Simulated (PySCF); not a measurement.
**Electric field gradients and quadrupole coupling constants**

C4H5O5 (charge -1).
Structure used (GFN2-xTB), in Å, numbered top down from 1:
```xyz
14
C4H5O5 angstrom
O     -2.8639   -1.2133    0.3486
C     -2.7249   -0.0626    0.0372
O     -1.6456    0.6731    0.0546
C     -0.3978    0.0723    0.4347
C      0.5191   -0.1069   -0.7884
O      1.6949   -0.7457   -0.4446
C      2.6978    0.0915    0.2974
O      2.3252    1.2254    0.5468
O      3.7144   -0.5279    0.5210
H     -3.5689    0.5673   -0.3147
H     -0.5808   -0.8947    0.9105
H      0.0971    0.7577    1.1256
H      0.7195    0.8905   -1.2097
H      0.0133   -0.7272   -1.5413
```

Field gradients from the PBE0/pcSseg-1 density (PySCF, non-relativistic), principal values in atomic units, ordered |Vxx| ≤ |Vyy| ≤ |Vzz|:

| atom | Vxx | Vyy | Vzz |
| --- | --- | --- | --- |
| O1 | 0.6536 | 0.9220 | -1.5756 |
| O3 | -0.6381 | -0.9107 | 1.5488 |
| O6 | -0.3448 | -1.5096 | 1.8544 |
| O8 | 0.2067 | 1.0161 | -1.2228 |
| O9 | 0.2994 | 0.9903 | -1.2898 |

Problem. Find the asymmetry η = (Vxx − Vyy)/Vzz and the couplings χ = eQV/h (234.96 MHz × Q in barn × V in au), with Q(17O) = −0.0256 b.

Solution. 
| atom | environment | nucleus | η | χzz (MHz) | χxx (MHz) | χyy (MHz) |
| --- | --- | --- | --- | --- | --- | --- |
| O1 | ester carbonyl oxygen | 17O | 0.17 | 9.48 | -3.93 | -5.55 |
| O3 | ester single-bonded oxygen | 17O | 0.18 | -9.32 | 3.84 | 5.48 |
| O6 | oxygen singly bound to a carbonyl carbon | 17O | 0.63 | -11.15 | 2.07 | 9.08 |
| O8 | oxygen bonded to C | 17O | 0.66 | 7.36 | -1.24 | -6.11 |
| O9 | oxygen bonded to C | 17O | 0.54 | 7.76 | -1.80 | -5.96 |

The tensor is traceless: Vxx + Vyy + Vzz = 0.

Problem. What is Vzz at O6 in SI units (1 au = 9.71736 × 10²¹ V/m²)?

Solution. 1.8544 au = 18.020 × 10²¹ V/m².

Problem. And the gradient at the other heavy atoms, for which no coupling is worked out here?

Solution. 
```csv
atom,environment,Vzz (au),η
C2,ester carbonyl carbon,0.399,0.77
C4,sp3 carbon bound to oxygen,0.576,0.16
C5,sp3 carbon bound to oxygen,0.228,0.76
C7,carbonate carbon,-0.439,0.21
```

Problem. What couplings would deuterons (Q(2H) = 0.00286 b) have in place of the hydrogens, at this geometry?

Solution. 
| atom | bonded to | bond length (Å) | Vzz (au) | η | χzz (kHz) |
| --- | --- | --- | --- | --- | --- |
| H10 | C2 | 1.110 | 0.2692 | 0.03 | 181 |
| H11 | C4 | 1.093 | 0.2897 | 0.09 | 195 |
| H12 | C4 | 1.092 | 0.2873 | 0.11 | 193 |
| H13 | C5 | 1.101 | 0.2825 | 0.08 | 190 |
| H14 | C5 | 1.099 | 0.2927 | 0.05 | 197 |

Geometry: GFN2-xTB, one conformer, isolated ion. The pcSseg-1 basis has no diffuse functions, a weakness for an anion. GFN2-xTB bond lengths can be off by several hundredths of an ångström, more for odd bonds, and the gradients follow them. With so small a basis the couplings can be 20 % off.
